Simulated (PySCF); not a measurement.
HOY, SMILES [OH][Y].

Geometry optimised at PBE0-D3(BJ)/def2-TZVPD. The spin state was assumed, not searched. The def2 effective core potentials stand for the cores of Y; spin–orbit coupling is left out.

All values below come from TDA-PBE/def2-TZVPD run with PySCF 2.14.0.

Vertical excitations; the highest root listed may be one member of a degenerate set. Gas-phase values at a fixed geometry. State labels are in the subgroup C2v.

| state | symmetry | energy (eV) | λ (nm) | f | main pairs |
|---|---|---|---|---|---|
| S1 | A2 | 1.58 | 783 | 0.000 | HOMO→LUMO+1 (degenerate set) |
| S2 | A1 | 1.58 | 783 | 0.000 | HOMO→LUMO (degenerate set) |
| S3 | B1 | 2.26 | 550 | 0.087 | HOMO→LUMO+2 (degenerate set) |
| S4 | B2 | 2.26 | 550 | 0.087 | HOMO→LUMO+3 (degenerate set) |
| S5 | A1 | 2.55 | 487 | 0.229 | HOMO→LUMO+4 98 % |
| S6 | A1 | 3.35 | 370 | 0.143 | HOMO→LUMO+7 98 % |
| S7 | B1 | 3.58 | 346 | 0.736 | HOMO→LUMO+5 (degenerate set) |
| S8 | B2 | 3.58 | 346 | 0.736 | HOMO→LUMO+6 (degenerate set) |
| S9 | A1 | 5.15 | 241 | 0.100 | HOMO→LUMO+8 83 %, HOMO→LUMO+9 15 % |
| S10 | A1 | 5.44 | 228 | 0.000 | HOMO→LUMO+9 85 %, HOMO→LUMO+8 14 % |
| T1 | A2 | 0.64 | 1934 | 0 | HOMO→LUMO+1 (degenerate set) |
| T2 | A1 | 0.64 | 1934 | 0 | HOMO→LUMO (degenerate set) |
| T3 | B2 | 1.25 | 988 | 0 | HOMO→LUMO+3 (degenerate set) |
| T4 | B1 | 1.25 | 988 | 0 | HOMO→LUMO+2 (degenerate set) |
Triplets are in the Tamm–Dancoff approximation.
